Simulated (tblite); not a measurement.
Record of a relaxation.

C3H8F2Ge.
Bonds: C1–C2, C2–Ge3, Ge3–C4, C4–F5, C4–F6. Hydrogens: H7, H8, H9 on C1; H10, H11 on C2; H12, H13 on Ge3; H14 on C4.

Computed with GFN2-xTB (tblite), gas phase: L-BFGS steps from a force-field or distance-geometry start until the largest atomic force falls under 0.01 eV/Å. 6 of its 122 geometries are shown.

Step 0: E = -594.8605 eV, largest atomic force 1.786 eV/Å
```
atom  x, y, z in Å  |  force x, y, z in eV/Å
C1     -2.070   -0.217    0.221   -1.680   0.387   0.468
C2     -0.841    0.537   -0.177    0.855   0.865   0.562
Ge3     0.688   -0.645   -0.517   -0.671  -0.687  -1.011
C4      2.218    0.242    0.300   -0.064  -0.040   0.295
F5      1.899    0.366    1.657    0.817   0.207  -1.063
F6      2.259    1.494   -0.283    0.412  -0.626   0.746
H7     -1.873   -1.119    0.832   -0.044   0.472  -0.508
H8     -2.656   -0.454   -0.678    0.116  -0.342   0.428
H9     -2.698    0.470    0.845    0.229  -0.703  -0.471
H10    -0.593    1.212    0.690    0.096  -0.391  -0.921
H11    -0.976    1.157   -1.085   -0.171  -0.149   0.618
H12     0.492   -2.055    0.070    0.163   0.388  -0.246
H13     0.991   -0.668   -2.038   -0.009  -0.244   0.545
H14     3.160   -0.319    0.141   -0.049   0.863   0.558
```

Step 24: E = -595.2510 eV, largest atomic force 0.125 eV/Å
```
atom  x, y, z in Å  |  force x, y, z in eV/Å
C1     -2.164   -0.194    0.219   -0.077  -0.055   0.012
C2     -0.876    0.543   -0.139   -0.109   0.037   0.043
Ge3     0.664   -0.618   -0.601   -0.024  -0.028  -0.081
C4      2.262    0.238    0.260    0.044  -0.005   0.058
F5      1.996    0.354    1.594    0.029  -0.001   0.005
F6      2.438    1.508   -0.198   -0.041  -0.033  -0.037
H7     -1.969   -1.011    0.912    0.043   0.065   0.069
H8     -2.647   -0.626   -0.655    0.076   0.042  -0.090
H9     -2.870    0.493    0.688    0.046  -0.048  -0.039
H10    -0.557    1.130    0.726    0.007  -0.006  -0.015
H11    -1.063    1.248   -0.950    0.013   0.010  -0.002
H12     0.553   -1.985    0.019    0.025  -0.006  -0.005
H13     1.008   -0.803   -2.061   -0.073   0.031   0.078
H14     3.225   -0.278    0.166    0.042  -0.003   0.005
```

Step 48: E = -595.2759 eV, largest atomic force 0.045 eV/Å
```
atom  x, y, z in Å  |  force x, y, z in eV/Å
C1     -2.176   -0.208    0.189    0.003  -0.006  -0.011
C2     -0.889    0.570   -0.062    0.005  -0.016   0.004
Ge3     0.643   -0.593   -0.552    0.004   0.010   0.019
C4      2.306    0.220    0.238    0.004  -0.003   0.002
F5      2.112    0.349    1.582    0.011   0.000   0.003
F6      2.477    1.482   -0.241   -0.016  -0.008  -0.016
H7     -2.046   -0.903    1.017   -0.002   0.001  -0.008
H8     -2.457   -0.781   -0.693   -0.021  -0.003  -0.014
H9     -2.992    0.469    0.434    0.006   0.004  -0.001
H10    -0.615    1.124    0.838   -0.010   0.014  -0.020
H11    -1.037    1.297   -0.863   -0.005   0.010   0.044
H12     0.548   -1.979    0.024    0.003   0.006   0.009
H13     0.871   -0.734   -2.032    0.017  -0.003  -0.001
H14     3.254   -0.313    0.099    0.000  -0.005  -0.010
```

Step 73: E = -595.2846 eV, largest atomic force 0.090 eV/Å
```
atom  x, y, z in Å  |  force x, y, z in eV/Å
C1     -2.226   -0.209    0.102    0.008  -0.002  -0.021
C2     -0.907    0.554    0.028   -0.002   0.027   0.039
Ge3     0.639   -0.597   -0.424    0.037  -0.063  -0.052
C4      2.359    0.243    0.195   -0.005   0.008  -0.011
F5      2.335    0.414    1.545   -0.019  -0.026  -0.008
F6      2.475    1.488   -0.341    0.001   0.012  -0.023
H7     -2.180   -0.999    0.853    0.025   0.067  -0.018
H8     -2.454   -0.673   -0.856   -0.025   0.023   0.009
H9     -3.038    0.469    0.364    0.013  -0.044  -0.026
H10    -0.707    1.045    0.981    0.002  -0.013   0.053
H11    -0.969    1.343   -0.725   -0.023  -0.014   0.010
H12     0.591   -1.962    0.209   -0.012   0.007   0.035
H13     0.803   -0.813   -1.904    0.005  -0.007  -0.009
H14     3.280   -0.304   -0.048   -0.005   0.025   0.021
```

Step 97: E = -595.2973 eV, largest atomic force 0.035 eV/Å
```
atom  x, y, z in Å  |  force x, y, z in eV/Å
C1     -2.232   -0.178   -0.017   -0.004  -0.006  -0.007
C2     -0.890    0.526    0.154   -0.007  -0.015   0.002
Ge3     0.633   -0.646   -0.315    0.011  -0.007  -0.005
C4      2.367    0.280    0.107    0.005  -0.001   0.003
F5      2.441    0.491    1.451   -0.013   0.013  -0.007
F6      2.388    1.511   -0.475    0.001  -0.013   0.003
H7     -2.271   -1.080    0.592   -0.014   0.019  -0.003
H8     -2.385   -0.467   -1.056   -0.001   0.005   0.010
H9     -3.051    0.474    0.282    0.005   0.009  -0.002
H10    -0.768    0.847    1.190    0.003   0.000   0.010
H11    -0.851    1.424   -0.466   -0.005   0.001  -0.006
H12     0.648   -1.915    0.489    0.009  -0.034   0.001
H13     0.681   -1.032   -1.770    0.004   0.012   0.011
H14     3.289   -0.236   -0.189    0.007   0.016  -0.009
```

Step 121: E = -595.3009 eV, largest atomic force 0.007 eV/Å
```
atom  x, y, z in Å  |  force x, y, z in eV/Å
C1     -2.238   -0.151   -0.038    0.000   0.001  -0.002
C2     -0.871    0.483    0.195   -0.003   0.005  -0.003
Ge3     0.642   -0.695   -0.292    0.002  -0.005   0.004
C4      2.350    0.295    0.092    0.000   0.001  -0.002
F5      2.420    0.558    1.427   -0.001   0.002   0.000
F6      2.313    1.505   -0.532    0.003  -0.001  -0.002
H7     -2.350   -1.056    0.558    0.005   0.003  -0.003
H8     -2.364   -0.418   -1.085   -0.003  -0.003   0.004
H9     -3.030    0.542    0.238   -0.002  -0.001   0.002
H10    -0.762    0.762    1.245   -0.001  -0.004  -0.004
H11    -0.784    1.402   -0.390    0.004  -0.001   0.005
H12     0.704   -1.972    0.502    0.000   0.001   0.000
H13     0.678   -1.069   -1.749   -0.002   0.004  -0.001
H14     3.292   -0.188   -0.193   -0.001  -0.001   0.003
```

Task: Summarise the path.

Result: The energy falls by 10.16 kcal/mol from step 0 to step 121; nine tenths of that is first reached at step 28. It falls at every step. The largest force goes from 1.786 to 0.007 eV/Å. Among the bonds Ge3–C4 changes most, from 1.948 to 2.011 Å; the atoms move by 0.512 Å rms after alignment.

Task: Follow the three bonds and two angles with the largest change from start to end.

Result: 
| step | E above end (kcal/mol) | largest force (eV/Å) | Ge3–C4 (Å) | Ge3–H13 (Å) | C4–F5 (Å) | Ge3–C4–H14 (°) | H12–Ge3–H13 (°) |
| --- | --- | --- | --- | --- | --- | --- | --- |
| 0 | 10.16 | 1.786 | 1.948 | 1.551 | 1.399 | 112.1 | 112.6 |
| 5 | 2.88 | 0.363 | 1.984 | 1.491 | 1.362 | 118.9 | 113.5 |
| 11 | 1.74 | 0.158 | 2.016 | 1.500 | 1.361 | 119.7 | 108.8 |
| 16 | 1.49 | 0.146 | 2.011 | 1.510 | 1.364 | 120.0 | 106.4 |
| 21 | 1.30 | 0.201 | 2.019 | 1.501 | 1.364 | 118.1 | 107.0 |
| 26 | 1.06 | 0.123 | 2.005 | 1.511 | 1.364 | 117.5 | 108.1 |
| 32 | 0.82 | 0.102 | 2.011 | 1.504 | 1.366 | 117.7 | 108.5 |
| 37 | 0.67 | 0.108 | 2.007 | 1.506 | 1.363 | 118.2 | 107.6 |
| 42 | 0.61 | 0.053 | 2.010 | 1.507 | 1.364 | 118.0 | 107.1 |
| 47 | 0.58 | 0.041 | 2.011 | 1.504 | 1.363 | 117.9 | 107.3 |
| 53 | 0.55 | 0.026 | 2.012 | 1.506 | 1.362 | 117.9 | 107.7 |
| 58 | 0.54 | 0.027 | 2.010 | 1.504 | 1.362 | 117.9 | 107.6 |
| 63 | 0.52 | 0.046 | 2.010 | 1.506 | 1.362 | 117.4 | 107.2 |
| 68 | 0.48 | 0.050 | 2.010 | 1.506 | 1.362 | 116.5 | 107.1 |
| 74 | 0.36 | 0.066 | 2.012 | 1.503 | 1.361 | 115.9 | 107.0 |
| 79 | 0.30 | 0.048 | 2.015 | 1.507 | 1.361 | 115.8 | 107.4 |
| 84 | 0.21 | 0.090 | 2.013 | 1.504 | 1.362 | 117.5 | 107.9 |
| 89 | 0.13 | 0.103 | 2.014 | 1.506 | 1.363 | 117.5 | 107.8 |
| 95 | 0.09 | 0.032 | 2.011 | 1.506 | 1.361 | 117.0 | 107.5 |
| 100 | 0.07 | 0.028 | 2.011 | 1.504 | 1.363 | 116.8 | 107.2 |
| 105 | 0.05 | 0.037 | 2.011 | 1.506 | 1.360 | 116.8 | 107.4 |
| 110 | 0.02 | 0.031 | 2.011 | 1.503 | 1.362 | 117.2 | 107.3 |
| 116 | 0.01 | 0.032 | 2.010 | 1.504 | 1.362 | 117.6 | 107.6 |
| 121 | 0.00 | 0.007 | 2.011 | 1.505 | 1.362 | 117.6 | 107.4 |

What follows is the cost of the whole relaxation. The run took 0.62 s wall on an Arm Neoverse V1 with one thread, shared host.
